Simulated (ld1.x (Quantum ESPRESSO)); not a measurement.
# Transferability test, ultrasoft potential for Zn

Zn, ultrasoft, made with ld1.x (Quantum ESPRESSO) 7.5 (LDA (PZ), scalar-relativistic). Core [Ne] 3s2, reference 3p6 3d10 4s1.5 4p0 (charge +0.5). Waves: 4s (bound): rcut 1.90, rcutus 2.35 bohr; 4s channel at 1.65 Ry: rcut 1.90, rcutus 2.35 bohr; 3p (bound): rcut 1.00, rcutus 1.15 bohr; 4p (bound, empty): rcut 1.00, rcutus 1.15 bohr; 3d (bound): rcut 0.70, rcutus 0.95 bohr; 3d channel at -0.5 Ry: rcut 0.70, rcutus 0.95 bohr. Local part: all-electron potential smoothed inside 1.20 bohr (lloc = -1). Core correction: a·sin(br)/r model core, default radius (core density twice the valence density). Augmentation charge: PSQ, inside the norm-conserving radii.

Energies are relative to the spin-unpolarised reference configuration 3p6 3d10 4s1.5 4p0; without spin polarisation the order of configurations can differ from experiment. Spin-polarised rows fill each open shell by Hund’s rule, majority spin first. The frozen-core shift is the all-electron ΔE with the core orbitals held at their reference shape minus the fully relaxed ΔE.

```csv
valence configuration,charge,ΔE all-electron (eV),error AE − PS (meV),frozen-core shift (meV)
3p6 3d10 4s2 4p0,0,-4.078,-1.0,-0.5
3p6 3d10 4s1 4p0,+1,6.112,-2.7,+0.8
3p6 3d10 4s0 4p0,+2,24.881,-29,+3.6
3p6 3d10 4s0 4p2,0,6.676,-13,+0.9
3p6 3d8 4s0 4p0,+4,127.919,+67,+123
3p6 3d9 4s2 4p1,0,8.277,-72,+13
3p5 3d10 4s2 4p0,+1,87.837,-80,+56
```

(1) What are ΔE and the potential's error for 3p6 3d10 4s1.5 4p0 (spin-polarised)?

(2) What are ΔE and the potential's error for 3p6 3d10 4s1 4p0 (spin-polarised)?

Note: ghost state, extra bound levels that the all-electron valence spectrum of the same l lacks: s at -45.7 eV. A true bound ghost makes a file unfit for plane-wave use.

## Answers

(1) ΔE = -0.051 eV all-electron; the error (AE − PS) is +0.2 meV.

(2) ΔE = 5.864 eV all-electron; the error (AE − PS) is -1.9 meV.

A variational frozen-core shift is positive and of second order in the change. This column holds negative values, so the frozen-core run of ld1.x carries numerical noise or an error of first order here, and the column gives no more than the rough size of the effect.
